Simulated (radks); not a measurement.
Values are calculated unless marked as measured or tabulated.
The niobium ion Nb18+, configuration [Ar] 3d5 (the NIST ground configuration).

Code: a radial shooting solver on a logarithmic mesh with Libxc functionals. Model: Dirac Kohn-Sham, LB94 model potential, spin-unpolarised, spherical densities, finite nucleus; open shells fill j = l - 1/2 first; Fermi nuclear charge, rms radius 4.324 fm.

Energy parts (hartree):
part                   energy
kinetic            3798.80475
electron-nucleus  -8332.91458
Hartree             978.39352
(The LB94 potential has no energy functional, so no total or exchange-correlation energy is given.)

Orbitals (lengths in bohr, moments of r in powers of bohr; <r^-3> diverges for s and p1/2):
| orbital | occ. | eigenvalue (hartree) | <r^4> | <r^-3> | small-component weight |
|---|---|---|---|---|---|
| 1s1/2 | 2 | -717.4391 | 7.918e-06 | - | 2.24e-02 |
| 2s1/2 | 2 | -119.9827 | 0.001441 | - | 4.59e-03 |
| 2p1/2 | 2 | -112.1964 | 0.0009564 | - | 4.61e-03 |
| 2p3/2 | 4 | -108.6128 | 0.001063 | 2244 | 4.47e-03 |
| 3s1/2 | 2 | -36.00145 | 0.06061 | - | 1.35e-03 |
| 3p1/2 | 2 | -33.10213 | 0.05888 | - | 1.32e-03 |
| 3p3/2 | 4 | -32.42895 | 0.06355 | 427.0 | 1.28e-03 |
| 3d3/2 | 4 | -27.54182 | 0.05148 | 66.43 | 1.20e-03 |
| 3d5/2 | 1 | -27.40202 | 0.05267 | 63.57 | 1.19e-03 |

The highest occupied level is 3d5/2 at -745.65 eV. The electron density at the nucleus is 8.248e+04 e/bohr^3. The density falls to 0.001 e/bohr^3 at r = 1.24 bohr. Summed over all electrons, <r^2> = 2.648 bohr^2, which gives a Langevin (diamagnetic) susceptibility term of -2.1 x 10^-6 cm^3/mol. For comparison, the ionisation energy in NIST's Atomic Spectra Database is 758 eV (theoretical). In exact Kohn-Sham theory the highest level is minus the ionisation energy, but local and semilocal functionals leave it too shallow, through self-interaction and a potential that decays too fast; potentials with the right tail come closer.

Beside tabulated values, note that spin-unpolarised runs miss the spin-polarisation part of the exchange energy of open shells.
